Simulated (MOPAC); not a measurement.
Job for MOPAC: PM3 on CH5BrO (a complex), monomers drawn apart or pushed together.

```
PM3 1SCF PRECISE CHARGE=0 THREADS=1
CH5BrO

O      0.34622330 1     0.03161449 1    -0.11398864 1
H     -0.02326593 1     0.55664892 1     0.60845326 1
H     -0.32053056 1     0.05273740 1    -0.80785887 1
C     -0.30526325 1    -1.48346033 1     3.87337494 1
Br    -1.18984644 1     0.25209293 1     4.13538209 1
H      0.55909695 1    -1.50331079 1     4.52723158 1
H     -0.02285226 1    -1.53487259 1     2.82758042 1
H     -1.02257894 1    -2.25103997 1     4.14064537 1
```

The log:

```
*******************************************************************************
 **                                                                           **
 **                              MOPAC v23.2.5                                **
 **                                                                           **
 *******************************************************************************
 ** MOPAC's Digital Object Identifier: https://doi.org/10.5281/zenodo.6511958 **
 **                                                                           **
 ** Please cite the open-source release paper for use of this MOPAC version:  **
 ** J. E. Moussa and J. J. P. Stewart (2026)                                  **
 ** MOPAC: An open-source semiempirical molecular orbital program             **
 ** J. Open Source Softw., 11(119), 8025, https://doi.org/10.21105/joss.08025 **
 *******************************************************************************

                              PM3 CALCULATION RESULTS

 *******************************************************************************
 *  PM3        - The PM3 Hamiltonian to be used
 *
 *
 *
 *                 CHARGE ON SYSTEM = 0
 *
 *
 *
 *  PRECISE    - TIGHTER CRITERIA TO BE USED
 *  1SCF       - DO 1 SCF AND THEN STOP
 *  THREADS=1  - MULTI-THREADING NOT USED
 *  T=         - A TIME OF 172800.0 SECONDS REQUESTED
 *  DUMP=N     - RESTART FILE WRITTEN EVERY 7200.0 SECONDS REQUESTED
 *******************************************************************************
PM3 1SCF PRECISE CHARGE=0 THREADS=1
 CH5BrO

   ATOM   CHEMICAL          X               Y               Z
  NUMBER   SYMBOL      (ANGSTROMS)     (ANGSTROMS)     (ANGSTROMS)

     1       O          0.34622330  *   0.03161449  *  -0.11398864  *
     2       H         -0.02326593  *   0.55664892  *   0.60845326  *
     3       H         -0.32053056  *   0.05273740  *  -0.80785887  *
     4       C         -0.30526325  *  -1.48346033  *   3.87337494  *
     5      Br         -1.18984644  *   0.25209293  *   4.13538209  *
     6       H          0.55909695  *  -1.50331079  *   4.52723158  *
     7       H         -0.02285226  *  -1.53487259  *   2.82758042  *
     8       H         -1.02257894  *  -2.25103997  *   4.14064537  *



          CARTESIAN COORDINATES

    NO.       ATOM           X           Y           Z

     1         O          0.3462      0.0316     -0.1140
     2         H         -0.0233      0.5566      0.6085
     3         H         -0.3205      0.0527     -0.8079
     4         C         -0.3053     -1.4835      3.8734
     5        Br         -1.1898      0.2521      4.1354
     6         H          0.5591     -1.5033      4.5272
     7         H         -0.0229     -1.5349      2.8276
     8         H         -1.0226     -2.2510      4.1406

  H: (PM3): J. J. P. STEWART, J. COMP. CHEM. 10, 209 (1989).
  C: (PM3): J. J. P. STEWART, J. COMP. CHEM. 10, 209 (1989).
  O: (PM3): J. J. P. STEWART, J. COMP. CHEM. 10, 209 (1989).
 Br: (PM3): J. J. P. STEWART, J. COMP. CHEM. 10, 209 (1989).

           Empirical Formula: C H5 O Br  =     8 atoms



      MOLECULAR POINT GROUP   :   C1


      RHF CALCULATION, NO. OF DOUBLY OCCUPIED LEVELS = 11


 -------------------------------------------------------------------------------
 PM3 1SCF PRECISE CHARGE=0 THREADS=1
 CH5BrO



     1SCF WAS SPECIFIED, SO BFGS WAS NOT USED
     SCF FIELD WAS ACHIEVED


                              PM3 CALCULATION
                                                       MOPAC v23.2.5 Linux




          FINAL HEAT OF FORMATION =        -55.66647 KCAL/MOL =    -232.90851 KJ/MOL


          COSMO AREA              =        120.59 SQUARE ANGSTROMS
          COSMO VOLUME            =         97.86 CUBIC ANGSTROMS

          IONIZATION POTENTIAL    =         11.079717 EV
          HOMO LUMO ENERGIES (EV) =        -11.080 -0.244
          NO. OF FILLED LEVELS    =         11
          MOLECULAR WEIGHT        =        112.9539         POINT GROUP:  C1

          MOLECULAR DIMENSIONS (Angstroms)

            Atom       Atom       Distance
            H     6    H     3     5.62656
           Br     5    O     1     2.56249
            H     2    H     8     2.32553


          SCF CALCULATIONS        =          1





   ATOM   CHEMICAL          X               Y               Z
  NUMBER   SYMBOL      (ANGSTROMS)     (ANGSTROMS)     (ANGSTROMS)

     1       O          0.34622330  *   0.03161449  *  -0.11398864  *
     2       H         -0.02326593  *   0.55664892  *   0.60845326  *
     3       H         -0.32053056  *   0.05273740  *  -0.80785887  *
     4       C         -0.30526325  *  -1.48346033  *   3.87337494  *
     5      Br         -1.18984644  *   0.25209293  *   4.13538209  *
     6       H          0.55909695  *  -1.50331079  *   4.52723158  *
     7       H         -0.02285226  *  -1.53487259  *   2.82758042  *
     8       H         -1.02257894  *  -2.25103997  *   4.14064537  *

                             CARTESIAN COORDINATES

   1    O        0.346223300     0.031614490    -0.113988640
   2    H       -0.023265930     0.556648920     0.608453260
   3    H       -0.320530560     0.052737400    -0.807858870
   4    C       -0.305263250    -1.483460330     3.873374940
   5   Br       -1.189846440     0.252092930     4.135382090
   6    H        0.559096950    -1.503310790     4.527231580
   7    H       -0.022852260    -1.534872590     2.827580420
   8    H       -1.022578940    -2.251039970     4.140645370


           Empirical Formula: C H5 O Br  =     8 atoms



      MOLECULAR POINT GROUP   :   C1


                  EIGENVALUES
 -36.59819 -29.50343 -20.45018 -17.38554 -14.99977 -14.97002 -14.62105 -13.45635
 -12.32748 -11.09369 -11.07972  -0.24436   3.36402   3.75613   3.75874   4.05910
   5.16514


              NET ATOMIC CHARGES AND DIPOLE CONTRIBUTIONS

  ATOM NO.   TYPE          CHARGE      No. of ELECS.   s-Pop       p-Pop
    1          O          -0.357786        6.3578     1.77388     4.58391
    2          H           0.180233        0.8198     0.81977
    3          H           0.177347        0.8227     0.82265
    4          C          -0.037722        4.0377     1.17045     2.86727
    5         Br          -0.139432        7.1394     1.97164     5.16779
    6          H           0.058230        0.9418     0.94177
    7          H           0.062197        0.9378     0.93780
    8          H           0.056932        0.9431     0.94307
 DIPOLE           X         Y         Z       TOTAL
 POINT-CHG.    -0.166    -0.922    -0.194     0.957
 HYBRID        -0.615     0.225     0.004     0.655
 SUM           -0.781    -0.697    -0.190     1.064


          ATOMIC ORBITAL ELECTRON POPULATIONS

     Atom    s        px        py        pz
    1  O   1.77388   1.49572   1.78170   1.30648
    2  H   0.81977
    3  H   0.82265
    4  C   1.17045   0.98229   0.86195   1.02303
    5 Br   1.97164   1.83072   1.35325   1.98382
    6  H   0.94177
    7  H   0.93780
    8  H   0.94307

 **********************
 *                    *
 * JOB ENDED NORMALLY *
 *                    *
 **********************




 == MOPAC DONE ==
```

The run finished.

Cost: about 0.03 core-seconds (a rough figure).
